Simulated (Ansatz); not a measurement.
Cartesian coordinates (Å):
```xyz
8

O      3.1811    -0.7764     0.3411
Si     1.8515    -0.2721    -0.2116
Si    -0.0194     0.2401     1.0008
Si    -1.7455     0.1934    -0.2974
H      1.6151     0.0152    -1.6528
H     -0.1581    -0.1353     2.4217
H     -1.5705     0.4563    -1.7391
H     -3.1542     0.2789     0.1373
```
Charge +1, spin multiplicity 2.

All values below come from frozen-core CCSD(T)/cc-pVTZ // B3LYP-D3(BJ)/def2-TZVP (Ansatz, an electronic-structure program). The geometry is that of the parent before the electron was removed.

```yaml
HF energy: -943.71057 Ha
MP2 correlation energy: -0.51574 Ha
```

### Question
Estimate the CCSD correlation energy, the (T) correction, the total energy and the T1 diagnostic.

### Answer

```yaml
CCSD correlation energy: -0.58669 Ha
"(T) correction": -0.02701 Ha
CCSD(T) total energy: -944.32426 Ha
T1 diagnostic: 0.063
```
